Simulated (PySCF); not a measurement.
Electron correlation in Nb (niobium, neutral)

[Kr] 4d5, high-spin 6S determinant (an excited configuration). Computed with PySCF 2.14 in def2-TZVPPD with the def2 core potential (28 electrons) (6s4p3d2f1g, 56 functions), with a scalar-relativistic core potential. Frozen: 4s2 4p6; 5 electrons correlated.

| level | correlation energy (mhartree) |
| --- | --- |
| CCSD | -68.43 |
| (T) | -2.04 |
| CCSD(T) | -70.47 |

Diagnostics: T1 = 0.0054, D1 = 0.0076, largest double amplitude 0.039.

Cost of the coupled-cluster step: of the order of 0.7 core-seconds, for 5 correlated electrons.

Iterations:

```
CC2 = 0
CCSD nocc = (np.int64(5), np.int64(0)), nmo = (52, 52)
frozen orbitals [[0, 1, 2, 3], [0, 1, 2, 3]]
max_cycle = 100
direct = 0
conv_tol = 1e-08
conv_tol_normt = 1e-06
diis_space = 8
diis_start_cycle = 0
Init t2, MP2 energy = -0.0599909342959611
Init E_corr(UCCSD) = -0.0599909342960176
cycle = 1  E_corr(UCCSD) = -0.0669282853215891  dE = -0.00693735103  norm(t1,t2) = 0.0302601
cycle = 2  E_corr(UCCSD) = -0.0679465436850348  dE = -0.00101825836  norm(t1,t2) = 0.011958
cycle = 3  E_corr(UCCSD) = -0.0684628202841633  dE = -0.000516276599  norm(t1,t2) = 0.00603007
cycle = 4  E_corr(UCCSD) = -0.0684218936161076  dE = 4.09266681e-05  norm(t1,t2) = 0.000833491
cycle = 5  E_corr(UCCSD) = -0.0684291952062876  dE = -7.30159018e-06  norm(t1,t2) = 0.000147746
cycle = 6  E_corr(UCCSD) = -0.0684292006954248  dE = -5.48913724e-09  norm(t1,t2) = 8.27771e-06
cycle = 7  E_corr(UCCSD) = -0.0684292602261116  dE = -5.95306868e-08  norm(t1,t2) = 1.38485e-06
cycle = 8  E_corr(UCCSD) = -0.068429246872589  dE = 1.33535227e-08  norm(t1,t2) = 2.23506e-07
cycle = 9  E_corr(UCCSD) = -0.0684292466894213  dE = 1.83167675e-10  norm(t1,t2) = 2.82606e-08
UCCSD converged
E(UCCSD) = -56.33306726186211  E_corr = -0.0684292466894213
UCCSD(T) correction = -0.00203606803723636
```
